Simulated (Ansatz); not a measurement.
Wavefunction ladder for `N[SiH](Cl)O[SiH3]`

```xyz
11

N     0.728    1.189    1.768
Si    0.415   -0.265    0.961
Cl    2.064   -1.100    0.024
O    -0.675    0.020   -0.203
Si   -1.058   -0.367   -1.753
H     0.917    2.034    1.254
H     1.204    1.180    2.655
H    -0.041   -1.270    1.938
H    -2.422    0.153   -2.013
H    -0.096    0.265   -2.690
H    -1.038   -1.840   -1.941
```

Total charge 0; spin multiplicity 1. The structure was optimised at the PBE0-D4/def2-TZVP level. It is one conformer, not always the lowest. Frozen core, restricted reference, Ansatz. CBS rows extrapolate triple and quadruple zeta; past MP2 they add the triple-zeta difference.

```json
{"basis": "def2-SVP", "HF (Eh)": "-1169.92021", "MP2 corr.": "?", "CCSD corr.": "-0.73113", "(T)": "-0.01617", "CCSD(T) total": "?"}
{"basis": "def2-TZVPP", "HF (Eh)": "-1170.46445", "MP2 corr.": "-0.87964", "CCSD corr.": "-0.93225", "(T)": "-0.03441", "CCSD(T) total": "-1171.43111"}
{"basis": "def2-QZVPP", "HF (Eh)": "-1170.50314", "MP2 corr.": "-0.95359", "CCSD corr.": "–", "(T)": "–", "CCSD(T) total": "–"}
{"basis": "CBS(def2)", "HF (Eh)": "-1170.50847", "MP2 corr.": "-1.00836", "CCSD corr.": "?", "(T)": "as TZ", "CCSD(T) total": "?"}
{"basis": "cc-pV(D+d)Z", "HF (Eh)": "-1170.37297", "MP2 corr.": "-0.68492", "CCSD corr.": "-0.74127", "(T)": "-0.01720", "CCSD(T) total": "-1171.13144"}
{"basis": "cc-pV(T+d)Z", "HF (Eh)": "-1170.47732", "MP2 corr.": "?", "CCSD corr.": "-0.93264", "(T)": "-0.03453", "CCSD(T) total": "?"}
{"basis": "cc-pV(Q+d)Z", "HF (Eh)": "?", "MP2 corr.": "-0.95361", "CCSD corr.": "–", "(T)": "–", "CCSD(T) total": "–"}
{"basis": "CBS(cc)", "HF (Eh)": "-1170.50715", "MP2 corr.": "-1.00561", "CCSD corr.": "-1.05769", "(T)": "as TZ", "CCSD(T) total": "-1171.59937"}
```

(1) Fill in the withheld values. (An estimate is asked.)

## Answers

(1) Computed: def2-SVP MP2 corr.: -0.67607; def2-SVP CCSD(T) total: -1170.66751; CBS(def2) CCSD corr.: -1.06097; CBS(def2) CCSD(T) total: -1171.60385; cc-pV(T+d)Z MP2 corr.: -0.88057; cc-pV(T+d)Z CCSD(T) total: -1171.44449; cc-pV(Q+d)Z HF (Eh): -1170.50024.
